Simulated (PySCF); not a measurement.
## Molecular orbitals of KSi⁺

UHF at R = 3.730 Å; K x2c-SVPall, Si x2c-SVPall; spin-free X2C with a Gaussian nucleus (PySCF 2.14). State: ³Π (triplet), unpaired electrons σ ↑, π ↑. Only the outer orbitals are listed, counted within each symmetry.

| spin | orbital | occ. | ε (eV) | on K (%) | main shells (%) |
| --- | --- | --- | --- | --- | --- |
| α | 7σ | 1 | -53.39 | 100 | 100 K s |
| α | 3π | 1 | -31.45 | 100 | 100 K p |
| α | 3π | 1 | -31.44 | 100 | 100 K p |
| α | 8σ | 1 | -31.44 | 100 | 100 K p |
| α | 9σ | 1 | -20.76 | 1 | 98 Si s |
| α | 10σ | 1 | -12.25 | 6 | 93 Si p |
| α | 4π | 1 | -12.01 | 1 | 99 Si p |
| α | 4π | 0 | -3.88 | 11 | 89 Si p, 9 K p |
| α | 11σ | 0 | -3.53 | 99 | 94 K s |
| α | 5π | 0 | -1.94 | 99 | 99 K p |
| β | 7σ | 1 | -53.37 | 100 | 100 K s |
| β | 3π | 1 | -31.44 | 100 | 100 K p |
| β | 3π | 1 | -31.43 | 100 | 100 K p |
| β | 8σ | 1 | -31.40 | 100 | 100 K p |
| β | 9σ | 1 | -16.56 | 1 | 98 Si s |
| β | 10σ | 0 | -3.71 | 92 | 92 K s |
| β | 4π | 0 | -3.20 | 18 | 82 Si p, 16 K p |
| β | 11σ | 0 | -2.42 | 54 | 44 Si p, 38 K p, 15 K s |

Problem. Which are the highest filled and the lowest empty level, where do they sit, and how wide is the gap?

Solution. Highest filled α 4π at -12.01 eV (in %: 99 Si p); lowest empty α 4π at -3.88 eV (in %: 89 Si p, 9 K p); the gap at UHF is 8.13 eV. Both belong to one degenerate shell, split only by its one-sided filling, so this is no excitation gap.

The bond order (Mayer) is 0.19 and the ⟨S²⟩ is 2.009. The charge on K (Mulliken, basis-dependent) is 0.90 and the charge on K (Löwdin, basis-dependent) is 0.76. The dipole moment (positive dipole points towards Si; it is taken about the centre of mass and depends on that origin) is -5.82 D, the polarisability along the bond is 43.1 bohr³ and the polarisability across the bond is 28.0 bohr³.

The state was picked by a PBE0 search and need not be the measured ground state.
